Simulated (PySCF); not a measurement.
Isomers of C4H6O3S, one GFN2-xTB conformer each. Single-point energies are computed at PBE0/pcSseg-1 (PySCF, gas phase, no added dispersion term), electronic only.

Problem. Rank them by PBE0/pcSseg-1 energy, lowest first (kJ/mol).
A. `[O:1]=[S:2](=[O:3])([OH:4])[C@@H:5]1[CH:6]=[CH:7][CH2:8]1` with O1–S2–O4–H 5°, O1–S2–C5–C6 -88°
B. `[O:1]=[S:2](=[O:3])([OH:4])[C:5]1=[CH:6][CH2:7][CH2:8]1` with O1–S2–O4–H 0°, O1–S2–C5–C6 152°

Solution. B (0.0), A (2.5).

Neighbours under 10 kJ/mol apart (O=S(=O)(O)C1=CCC1 and O=S(=O)(O)[C@@H]1C=CC1) can change places with a better method, another conformer or zero-point energy. GFN2-xTB itself gives, in the same order: 15.7, 0.0. GFN2-xTB puts O=S(=O)(O)[C@@H]1C=CC1 lowest instead.

Problem. Which frontier levels, dipoles and rotational constants go with these structures?

Solution. 
```tsv
SMILES	HOMO (eV, PBE0/pcSseg-1)	LUMO (eV)	dipole (D)	A, B, C (MHz)
O=S(=O)(O)C1=CCC1	-8.25	-1.10	4.41	3583, 1285, 1187
O=S(=O)(O)[C@@H]1C=CC1	-7.98	-0.47	3.61	3519, 1509, 1391
```
